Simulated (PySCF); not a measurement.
Field gradients at the hydrogen positions

C₇H₁₃PS.
Z-matrix (Å and degrees, GFN2-xTB geometry), rows numbered from 1:
```
C 
P   1  1.8408
C   2  1.8403  1  103.19
S   2  1.9375  1  113.96  3  -124.74
C   2  1.8100  1  104.26  3   108.88
C   5  1.3295  2  122.97  1   119.43
C   6  1.4947  5  111.95  2   179.80
C   7  1.5386  6  103.31  5    12.84
C   5  1.5069  2  125.30  1   -61.82
H   1  1.0895  2  107.87  3    68.08
H   1  1.0892  2  108.18  3  -174.47
H   1  1.0871  2  111.89  3   -53.06
H   3  1.0893  2  108.31  1   176.24
H   3  1.0897  2  107.88  1   -66.27
H   3  1.0875  2  111.74  1    54.77
H   6  1.0768  5  125.06  2     1.15
H   7  1.0937  6  109.49  5  -106.27
H   7  1.0902  6  112.32  5   134.28
H   8  1.0909  7  109.37  6    96.70
H   8  1.0884  7  112.35  6  -143.19
H   9  1.0938  5  109.66  2   -74.64
H   9  1.0905  5  112.91  2    45.71
```

Level: PBE0/pcSseg-1 (PySCF, non-relativistic); Q(2H) = 0.00286 b; rigid geometry, the same for H and D, with no vibrational averaging.

Question: Rank these positions by the coupling χzz of a deuteron there, largest first.
A. H16 (vinylic hydrogen)
B. H17 (methylene hydrogen)
C. H10 (methyl hydrogen)
D. H12 (methyl hydrogen)

Answer: A (221 kHz), D (214 kHz), C (209 kHz), B (203 kHz).

Tabulate Vzz, the asymmetry η and χzz = 234.96 MHz × Q × Vzz for every hydrogen position.

| atom | bonded to | bond length (Å) | Vzz (au) | η | χzz (kHz) |
| --- | --- | --- | --- | --- | --- |
| H10 | C1 | 1.089 | 0.3114 | 0.02 | 209 |
| H11 | C1 | 1.089 | 0.3115 | 0.01 | 209 |
| H12 | C1 | 1.087 | 0.3182 | 0.01 | 214 |
| H13 | C3 | 1.089 | 0.3115 | 0.01 | 209 |
| H14 | C3 | 1.090 | 0.3112 | 0.02 | 209 |
| H15 | C3 | 1.088 | 0.3169 | 0.01 | 213 |
| H16 | C6 | 1.077 | 0.3284 | 0.02 | 221 |
| H17 | C7 | 1.094 | 0.3027 | 0.01 | 203 |
| H18 | C7 | 1.090 | 0.3083 | 0.02 | 207 |
| H19 | C8 | 1.091 | 0.3055 | 0.02 | 205 |
| H20 | C8 | 1.088 | 0.3119 | 0.01 | 210 |
| H21 | C9 | 1.094 | 0.3018 | 0.02 | 203 |
| H22 | C9 | 1.091 | 0.3087 | 0.02 | 207 |

How does χzz go with the bond length over the 13 C–H bonds?

A straight-line fit has a slope of -10.8 kHz for each 0.01 Å, with a correlation coefficient of -0.96, over lengths from 1.077 to 1.094 Å. The longer bonds have the smaller couplings here.

A static deuteron (I = 1) shows a doublet split by (3/2)χ, (3/4)χ(1 + η) and (3/4)χ(1 − η) with the field along z, y and x of the gradient. What are these for H10?

With |χ| = 209.3 kHz and η = 0.018: 314, 160 and 154 kHz, to first order and without motion.

Geometry: GFN2-xTB, one conformer, isolated molecule. GFN2-xTB bond lengths can be off by several hundredths of an ångström, more for odd bonds, and the gradients follow them. With so small a basis the couplings can be 20 % off.
